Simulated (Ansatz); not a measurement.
Consider the ligand exchange at the Si–O bond: `NB(N)O[SiH3]` + `[NH2][Sn][OH]` → `[NH2][Sn][O][SiH3]` + `NB(N)O`.

Computed with Ansatz on PBE0-D4/def2-TZVP structures; ΔE is electronic, products minus reactants. CCSD(T)/CBS adds triple-zeta CCSD(T) − MP2 to the extrapolated MP2 energy (def2 sets, frozen cores). Elements past krypton have def2 core potentials. For Sn outer-core shells are correlated without core-valence functions, which leaves a few kJ/mol of doubt a bond. One conformer a species, not always the lowest.

`NB(N)O[SiH3]`:

Z-matrix (Å, degrees):
```
Si
O 1 1.629
H 1 1.484 2 108.6
H 1 1.486 2 110.5 3 -119.9
H 1 1.492 2 111.4 3 119.7
B 2 1.386 1 136.2 3 -145.2
N 6 1.414 2 117.0 1 -169.4
N 6 1.418 2 120.7 1 10.4
H 7 1.003 6 121.1 2 1.0
H 7 1.002 6 124.4 2 -178.7
H 8 1.003 6 122.6 2 5.0
H 8 1.003 6 123.4 2 178.4
```

`[NH2][Sn][OH]`:

Cartesian coordinates in Å:
```
N -0.294 -0.169 1.005
Sn -0.172 -1.283 -0.678
O 0.504 0.161 -1.857
H -0.613 -0.539 1.888
H -0.054 0.807 1.093
H 0.630 1.023 -1.451
```

`[NH2][Sn][O][SiH3]`:

Z-matrix (Å, degrees):
```
Si
O 1 1.623
H 1 1.489 2 110.7
H 1 1.489 2 110.7 3 -120.4
H 1 1.496 2 112.1 3 119.8
Sn 2 1.989 1 144.0 3 -119.2
N 6 2.011 2 95.2 1 -0.1
H 7 1.010 6 124.3 2 -0.1
H 7 1.008 6 124.2 2 -179.9
```

`NB(N)O`:

Z-matrix (Å, degrees):
```
N
B 1 1.423
H 1 1.003 2 123.7
H 1 1.003 2 123.0 3 -179.9
N 2 1.415 1 121.8 3 179.9
O 2 1.383 1 121.9 3 -0.1
H 5 1.003 2 121.0 1 180.0
H 5 1.002 2 124.5 1 -0.1
H 6 0.957 2 113.8 1 -0.1
```

```json
{"species": "`NB(N)O[SiH3]`", "CCSD/def2-SVP energy (Eh)": "-502.13685"}
{"species": "`[NH2][Sn][OH]`", "CCSD/def2-SVP energy (Eh)": "-344.80904"}
{"species": "`[NH2][Sn][O][SiH3]`", "CCSD/def2-SVP energy (Eh)": "-634.97436"}
{"species": "`NB(N)O`", "CCSD/def2-SVP energy (Eh)": "-211.98111"}
```

(1) Work out ΔE.

Largest T1 diagnostic among the species: 0.017.

## Answers

(1) ΔE = (-634.97436) + (-211.98111) − (-502.13685) − (-344.80904) = -0.00958 Eh = -25.2 kJ/mol. CCSD(T)/CBS gives -15.5 kJ/mol.

Leaving LDA and LC-ωPBE aside and taking each functional with its dispersion term where it has one, the values, not all of them listed here, spread over 5.0 kJ/mol, from BHLYP-D4 to revPBE-D4. From BLYP to BHLYP (50 % exact exchange), in def2-TZVPP and without D4, ΔE moves by −3.4 kJ/mol.
